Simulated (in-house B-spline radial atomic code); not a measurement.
Response and correlation along the 36-electron series, closed shell [Ar] 3d10 4s2 4p6; the second-order energy is extrapolated in partial waves. Computed with an all-electron radial atomic-structure program (B-spline basis): relativistic RPA and second-order many-body perturbation theory on Dirac-Hartree-Fock.

| ion | Z | dipole polarisability (bohr³) | quadrupole polarisability (bohr⁵) | ratio of RPA to uncoupled dipole | second order correlation energy (Eh) | C6 of two such ions (Eh bohr⁶) |
| --- | --- | --- | --- | --- | --- | --- |
| Br- | 35 | 43.581 | 502.68 | 1.2112 | -1.8929 | 458.45 |
| Kr | 36 | ? | ? | ? | ? | ? |
| Rb+ | 37 | 9.076 | 35.411 | 0.97929 | -1.9241 | 54.964 |
| Sr2+ | 38 | 5.8125 | 17.147 | 0.94595 | -1.9399 | 28.888 |
| Zr4+ | 40 | 2.977 | 5.7773 | 0.91093 | -1.9699 | 10.742 |
| Nb5+ | 41 | 2.2749 | 3.7262 | 0.90088 | -1.984 | 7.1682 |
| Mo6+ | 42 | 1.7889 | 2.5161 | 0.89351 | -1.9976 | 4.9799 |
| Tc7+ | 43 | ? | ? | ? | ? | ? |
| Ru8+ | 44 | 1.1778 | 1.2682 | 0.88386 | -2.0233 | 2.6277 |
| Rh9+ | 45 | 0.97874 | 0.93534 | 0.88071 | -2.0356 | 1.9753 |
| Pd10+ | 46 | 0.8235 | 0.70373 | 0.87834 | -2.0474 | 1.512 |
| Ag11+ | 47 | 0.70027 | 0.53857 | 0.87657 | -2.0588 | 1.1756 |
| Cd12+ | 48 | 0.60099 | 0.41831 | 0.87527 | -2.0699 | 0.9264 |
| In13+ | 49 | ? | ? | ? | ? | ? |
| Sn14+ | 50 | 0.45301 | 0.26195 | 0.87377 | -2.0911 | 0.59546 |

**Question.** Fill in the row of Kr.

**Answer.** dipole polarisability (bohr³): 16.468; quadrupole polarisability (bohr⁵): 94.253; ratio of RPA to uncoupled dipole: 1.0412; second order correlation energy (Eh): -1.908; C6 of two such ions (Eh bohr⁶): 126.79.

**Question.** Fill in the row of Tc7+.

**Answer.** dipole polarisability (bohr³): 1.4386; quadrupole polarisability (bohr⁵): 1.7609; ratio of RPA to uncoupled dipole: 0.88801; second order correlation energy (Eh): -2.0107; C6 of two such ions (Eh bohr⁶): 3.5712.

**Question.** Fill in the row of In13+.

**Answer.** dipole polarisability (bohr³): 0.51993; quadrupole polarisability (bohr⁵): 0.32913; ratio of RPA to uncoupled dipole: 0.87436; second order correlation energy (Eh): -2.0806; C6 of two such ions (Eh bohr⁶): 0.73881.

**Question.** How fast does the dipole polarisability fall along the series?

**Answer.** From 43.58 to 0.453 bohr³; a fit of its logarithm against log Z from Z = 35 to 50 has slope -11.50.
